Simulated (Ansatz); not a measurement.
H$_{10}$Si$_{5}$, charge -1, quartet, at a GFN2-xTB geometry of the parent state (a state made from the parent by changing its charge; the spin is typed, not shown lowest) (a gas-phase anion, which may not be bound at this level); Ansatz (an electronic-structure program) with HF/def2-SV(P).

Here is a job for Ansatz.
Ansatz 0.2 input:
```yaml
crystal:
  periodic: [false, false, false]
  atoms:
    - {symbol: Si, position_ang: [0.95754715, 1.34339082, 1.09853405]}
    - {symbol: Si, position_ang: [1.79918819, -0.67510847, 0.37619988]}
    - {symbol: Si, position_ang: [0.23339394, -1.65177294, -0.99528035]}
    - {symbol: Si, position_ang: [-1.65561408, -0.34099255, -0.98845436]}
    - {symbol: Si, position_ang: [-1.33965070, 1.36082810, 0.53090053]}
    - {symbol: H, position_ang: [0.88350021, 1.29925864, 2.60848582]}
    - {symbol: H, position_ang: [2.15431530, 2.28843441, 1.11151679]}
    - {symbol: H, position_ang: [2.32152697, -1.68543339, 1.33702343]}
    - {symbol: H, position_ang: [3.05469619, -0.46060123, -0.39061996]}
    - {symbol: H, position_ang: [-0.05401588, -3.05462723, -0.61303891]}
    - {symbol: H, position_ang: [0.75209162, -1.88578642, -2.36382099]}
    - {symbol: H, position_ang: [-2.82429245, -1.17000945, -0.59190902]}
    - {symbol: H, position_ang: [-2.07472770, -0.06121157, -2.38946918]}
    - {symbol: H, position_ang: [-1.44463035, 2.67196513, -0.21561395]}
    - {symbol: H, position_ang: [-2.69656681, 1.54918175, 1.20084944]}
basis:
  gaussian:
    orbitals: def2-SV_P_.json
hamiltonian:
  xc: hf
total_charge: -1
magnetization: {spin_polarized: true, initial_magnetization: 3}
```
The basis file holds def2-SV(P) in the JSON format of the Basis Set Exchange.

The log (banner, timings and long lists left out):

```
Functional definition: HF
1150 factors; integrals over basis functions are off by at most 9.3e-4 eV
mean field evaluation 1: about -39445.8725 eV, gradient 1.6e1 eV
mean field evaluation 2: about -39446.0047 eV, gradient 1.6e1 eV
mean field evaluation 4: about -39449.1548 eV, gradient 2.8e0 eV
mean field evaluation 8: about -39449.4372 eV, gradient 4.8e-1 eV
mean field evaluation 16: about -39449.4620 eV, gradient 2.4e-5 eV
mean field evaluation 32: about -39449.3963 eV, gradient 3.3e-1 eV
mean field evaluation 64: about -39449.3683 eV, gradient 4.3e-1 eV
mean field evaluation 96: about -39448.9775 eV, gradient 2.1e0 eV
mean field evaluation 128: about -39449.4343 eV, gradient 4.1e-1 eV
mean field evaluation 160: about -39448.4952 eV, gradient 3.1e-1 eV
mean field evaluation 192: about -39449.3151 eV, gradient 3.0e-3 eV
mean field evaluation 224: about -39447.1655 eV, gradient 3.6e0 eV
mean field evaluation 256: about -39447.9897 eV, gradient 1.2e0 eV
mean field evaluation 288: about -39449.4157 eV, gradient 1.4e-1 eV
mean field evaluation 320: about -39449.4631 eV, gradient 3.2e-1 eV
mean field evaluation 352: about -39449.1530 eV, gradient 8.7e-1 eV
mean field evaluation 384: about -39446.5395 eV, gradient 5.3e0 eV
mean field evaluation 416: about -39449.2261 eV, gradient 7.6e-1 eV
mean field -39449.47460201 eV, -1449.7414518094 hartree, gradient 1.8e-6 eV, S^2 3.783442; 6 other end points of the search recorded, 0 dependent functions left out
reference -39449.47460201 eV, -1449.7414518094 hartree; 42, 39 occupied and 68, 71 virtual orbitals, 1150 factors
Total energy: -39449.47460201 eV, -1449.7414518094 hartree
```
